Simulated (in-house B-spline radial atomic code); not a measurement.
Radial electron density of Eu15+, [Kr] 4d10 4f2. Level of theory: Dirac-Kohn-Sham PBE0, spherical fractional occupations, Fermi nucleus of rms radius 5.1115 fm; calculated with an all-electron radial atomic-structure program (B-spline basis).

Caution: exact exchange at fractional occupations of open shells leaves self-interaction of up to several eV.

Columns: r (bohr), 4πr²n(r) (electrons per bohr), bar.

```
0.000818    2.799 #
0.000989     3.84 ##
  0.0012    5.274 ##
 0.00144    7.075 ###
 0.00175    9.621 ####
 0.00211    12.82 #####
 0.00255    16.98 #######
 0.00308    22.21 #########
 0.00372    28.65 ###########
  0.0045    36.42 ###############
 0.00544    45.32 ##################
 0.00657    55.01 ######################
 0.00794    64.91 ##########################
  0.0096    74.06 ##############################
  0.0116    81.21 #################################
   0.014     85.2 ##################################
  0.0169    85.45 ##################################
  0.0205    82.28 #################################
  0.0247     77.9 ###############################
  0.0299    75.44 ##############################
  0.0361    78.39 ###############################
  0.0437    87.94 ###################################
  0.0528    100.7 ########################################
  0.0638    109.9 ############################################
  0.0771    108.8 ############################################
  0.0931    97.87 #######################################
   0.113    85.93 ##################################
   0.136    84.52 ##################################
   0.164     92.9 #####################################
   0.199    97.05 #######################################
    0.24    83.26 #################################
    0.29    57.29 #######################
   0.351     39.4 ################
   0.424    39.34 ################
   0.512    44.56 ##################
   0.619     39.9 ################
   0.748    25.58 ##########
   0.904    11.56 #####
    1.09     3.71 #
    1.32   0.8006 
     1.6   0.1156 
    1.93  0.01168 
    2.33 0.0007224
```

On this grid the curve has 4 maxima, near 0.0169, 0.0638, 0.199, 0.512 bohr.

The 4d5/2 radial function P(r) = rR(r), positive near the nucleus, with its small component Q(r) (sign convention: Q ≈ (P' + κP/r)/2c):

```tsv
r (bohr)	P	Q
0.00794	0.002237	-0.0001696
0.0116	0.006386	-0.0004807
0.0169	0.0175	-0.001306
0.0247	0.04609	-0.0034
0.0361	0.1132	-0.008237
0.0528	0.2521	-0.01808
0.0771	0.4835	-0.03439
0.113	0.7484	-0.05384
0.164	0.8009	-0.06307
0.24	0.3097	-0.04653
0.351	-0.6827	-0.006749
0.512	-1.395	0.02474
0.748	-1.167	0.02515
1.09	-0.4696	0.01022
1.6	-0.0726	0.00156
2.33	-0.003129	6.683e-05
```
